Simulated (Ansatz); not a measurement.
Species: C4H7Cl2, charge 0, multiplicity 2. It need not be the lowest isomer of its formula. SMILES: C(C[C@H]([CH2])Cl)Cl
Geometry from a B3LYP-D3(BJ)/def2-TZVP (Ansatz, a first-principles code) optimisation:
```xyz
13

C     -2.3795     0.6204     0.4787
C     -1.0468     0.2233     0.0467
C      0.0352     0.3705     1.1016
C      1.4299    -0.0173     0.6559
Cl     2.0258     1.0482    -0.6803
Cl    -1.1480    -1.6046    -0.4497
H     -3.1419     0.8525    -0.2503
H     -2.6736     0.5026     1.5130
H     -0.7544     0.6898    -0.8897
H     -0.2274    -0.2409     1.9700
H      0.0376     1.4144     1.4271
H      1.4624    -1.0333     0.2741
H      2.1423     0.0921     1.4688
```
Charge 0, spin multiplicity 2.

Atomisation energy built up term by term with Ansatz (kcal/mol; UHF references for open shells; valence terms freeze the core; atomic spin-orbit terms are left out). Basis-set limits of correlation are two-point, X^-3; Hartree-Fock from the larger set.

```tsv
term	basis	kcal/mol
Hartree-Fock	cc-pV(Q+d)Z	859.00
CCSD correlation	CBS(cc-pV(T+d)Z,cc-pV(Q+d)Z)	…
(T)	CBS(cc-pV(T+d)Z,cc-pV(Q+d)Z)	…
core correlation	cc-pwCVTZ	4.66
scalar relativity (X2C)	cc-pVTZ-DK against cc-pVTZ	-1.08
sum: De		…
```

### Question
What belongs in the gaps?

### Answer

- CCSD correlation, kcal/mol: 273.83
- (T), kcal/mol: 19.89
- sum: De, kcal/mol: 1156.3
